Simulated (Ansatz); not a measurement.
Geometry optimisation, Ansatz, RKS B3LYP/STO-3G.

Input file:

```yaml
crystal:
  periodic: [false, false, false]
  atoms:
    - { symbol: C, position_ang: [0.5738, 2.3011, -0.4444] }
    - { symbol: C, position_ang: [0.5793, 1.1432, -0.433] }
    - { symbol: C, position_ang: [0.6346, -0.2909, -0.4266] }
    - { symbol: O, position_ang: [1.6608, -0.8748, -0.9638] }
    - { symbol: Si, position_ang: [-0.6672, -1.2462, 0.4561] }
    - { symbol: H, position_ang: [-0.39679, 1.60734, -0.29186] }
    - { symbol: H, position_ang: [-0.4541, -2.7149, 0.434] }
    - { symbol: H, position_ang: [-1.978, -0.9458, -0.1094] }
    - { symbol: H, position_ang: [-0.7466, -0.8443, 1.9563] }
basis:
  gaussian: { orbitals: STO-3G }
hamiltonian:
  xc: b3lyp
relax:
  f_tol: 0.02
  max_steps: 50
```

Launched with:

```bash
$ ansatz run input.yaml --threads 1 --pin off --max-ram 2048MiB --backend cpu --events-out ev --progress --plain --runs-dir out
```

Task: Where does it end, and by what steps?

Result: The run converged. Limits of this set-up: minimal basis. After 12 steps the energy has fallen by 2.877 eV; C1 moved furthest, 0.65 Å. The start is strongly strained (largest force component 18 eV/Å), so its close contacts needn't be bonds. Parted: C1–H6.

| step | energy less start (eV) | largest force component (eV/Å) | accepted |
| --- | --- | --- | --- |
| 0 | 0.0000 | 18.337 | yes |
| 1 | -1.9713 | 2.393 | yes |
| 2 | -1.9812 | 3.484 | yes |
| 3 | -2.3545 | 2.243 | yes |
| 4 | -2.6035 | 1.306 | yes |
| 5 | -2.7047 | 2.631 | yes |
| 6 | -2.8402 | 1.381 | yes |
| 7 | -2.8679 | 0.486 | yes |
| 8 | -2.8540 | 1.121 | no |
| 9 | -2.8757 | 0.165 | yes |
| 10 | -2.8771 | 0.050 | yes |
| 11 | -2.8774 | 0.045 | yes |
| 12 | -2.8775 | 0.012 | yes |

```xyz
9
Properties=species:S:1:pos:R:3
C 1.155 2.258 -0.742
C 0.310 1.276 -0.412
C 0.632 -0.260 -0.385
O 1.672 -0.739 -0.896
Si -0.715 -1.303 0.511
H -0.709 1.538 -0.090
H -0.404 -2.707 0.381
H -1.994 -1.008 -0.093
H -0.741 -0.920 1.904
```

Whether the end is a true minimum wasn't checked by a vibrational analysis.

Time of the run: 26 s on 1 thread of Arm Neoverse V2 (shared host), peak memory 0.2 GiB.
